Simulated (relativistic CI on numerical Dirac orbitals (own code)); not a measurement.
Computed by Dirac-Coulomb-Breit CI, separate exchange-only KLI orbitals for each configuration, QED by a radiative potential, unscaled Slater integrals (own radial code, finite nucleus).

The strongest absorption lines from the ground level of an ion, among the configurations computed and to levels below about 476 eV (vacuum wavelength in Å, gf): 51.300 (0.14), 55.258 (4.8), 55.378 (2.1), 55.408 (3.4), 57.863 (0.17), 74.440 (1.9), 74.799 (1.2), 75.064 (0.52).

Task: Which ion is it?
A. Os42+
B. Yb36+
C. Ta39+
D. Ho33+

Result: B. Yb36+ has 34 electrons and the ground level 4s²4p⁴ ³P2; the strongest line goes to 4s²4p³4d ³D°3. The pattern of lines fixes the number of electrons, and along that sequence the line energies rise steadily with the charge (about as its square where n changes within one kind of shell, about linearly where n is kept but much faster in heavy ions where fine structure, which grows about as Z⁴, sets the gap, and irregularly where shells cross), which fixes Z. Configurations outside the model, such as inner-shell arrays, can give stronger lines. At this charge energies of transitions that change n are usually good to better than 1 %, and those within a shell (Δn = 0) to a few per cent.

LS names give the leading component of a level, which can be under half, so a name can repeat, a term be missing and a line seem to break the LS rules.
